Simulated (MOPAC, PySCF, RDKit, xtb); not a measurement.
Pair of molecules: HBr (SMILES Br) (first 2 atoms) with H4OSi (SMILES O[SiH3]); geometry from B3LYP-D3(BJ)/def2-TZVP, rigid monomers moved along the line of their centres of mass till Br1···H5 is 2.53 Å.
(charge 0, multiplicity 1):
```xyz
8

Br    -0.467    -1.377    -0.096
H      0.413    -0.308     0.254
O     -1.075    -0.223     2.934
Si     0.525     0.114     3.135
H     -1.322    -0.811     2.213
H      1.309    -1.079     3.537
H      0.607     1.153     4.179
H      1.127     0.633     1.874
```

Counterpoise-corrected where a basis set is named; no monomer relaxation. RDKit's UFF carries no charges.

Rows in 6-31G* carry no dispersion term and start afresh at each structure (6-31G* with six Cartesian d functions); the Pople sets are all-electron and without relativity. MP2/6-31G* freezes PySCF's default core, which leaves 3d correlated. The state reached by PM3 isn't checked.

The values were computed with MOPAC for PM3 (differences of heats of formation); PySCF for 6-31G* rows; RDKit for the force fields; xtb for the GFN methods. 

### Question
One of these levels gives -13.6 kJ/mol for the interaction energy. Which one is it?
A. UFF
B. MP2/6-31G*
C. GFN1-xTB
D. PM3

### Answer
D, PM3. The others give 27.8 (UFF), -10.7 (GFN1-xTB), 7.0 (MP2/6-31G*)
